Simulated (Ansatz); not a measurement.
Relaxation of C$_{2}$H$_{3}$BCl (7 atoms, charge -1, multiplicity 1), to a largest force component of 0.02 eV/Å in at most 50 steps.

Theory: RKS BHLYP-D4/def2-SVP in Ansatz 0.2.0.

```xyz
7
Properties=species:S:1:pos:R:3
C -1.400 0.943 0.112
C -0.171 0.448 0.547
B 0.772 -0.521 -0.068
Cl 0.475 -1.330 -1.630
H -0.656 0.132 -0.377
H 0.156 0.860 1.521
H 1.818 -0.859 0.402
```

Where does it end, and by what steps?

The forces met the threshold. Limits of this set-up: an anion without diffuse functions, the dipole of an ion depends on the origin. After 12 steps the energy has fallen by 4.324 eV; H5 moved furthest, 0.92 Å. Parted: C2–H5.

```json
{"step": "0", "energy less start (eV)": "0.0000", "largest force component (eV/Å)": "6.532", "accepted": "yes"}
{"step": "1", "energy less start (eV)": "-1.4862", "largest force component (eV/Å)": "5.063", "accepted": "yes"}
{"step": "2", "energy less start (eV)": "-2.9511", "largest force component (eV/Å)": "3.355", "accepted": "yes"}
{"step": "3", "energy less start (eV)": "-3.8143", "largest force component (eV/Å)": "2.146", "accepted": "yes"}
{"step": "4", "energy less start (eV)": "-3.9655", "largest force component (eV/Å)": "1.381", "accepted": "yes"}
{"step": "5", "energy less start (eV)": "-4.2566", "largest force component (eV/Å)": "0.960", "accepted": "yes"}
{"step": "6", "energy less start (eV)": "-4.2987", "largest force component (eV/Å)": "0.770", "accepted": "yes"}
{"step": "7", "energy less start (eV)": "-4.3039", "largest force component (eV/Å)": "0.947", "accepted": "yes"}
{"step": "8", "energy less start (eV)": "-4.3227", "largest force component (eV/Å)": "0.173", "accepted": "yes"}
{"step": "9", "energy less start (eV)": "-4.3228", "largest force component (eV/Å)": "0.102", "accepted": "yes"}
{"step": "10", "energy less start (eV)": "-4.3238", "largest force component (eV/Å)": "0.050", "accepted": "yes"}
{"step": "11", "energy less start (eV)": "-4.3239", "largest force component (eV/Å)": "0.047", "accepted": "yes"}
{"step": "12", "energy less start (eV)": "-4.3239", "largest force component (eV/Å)": "0.005", "accepted": "yes"}
```

```xyz
7
Properties=species:S:1:pos:R:3
C -1.279 0.872 0.156
C -0.050 0.428 0.631
B 0.899 -0.544 0.016
Cl 0.611 -1.389 -1.578
H -1.440 0.348 -0.815
H 0.295 0.837 1.597
H 1.957 -0.878 0.500
```

Whether the end is a true minimum wasn't checked by a vibrational analysis.

The run took 32 s on 1 thread of Arm Neoverse V2 (shared host), peak memory 0.14 GiB.
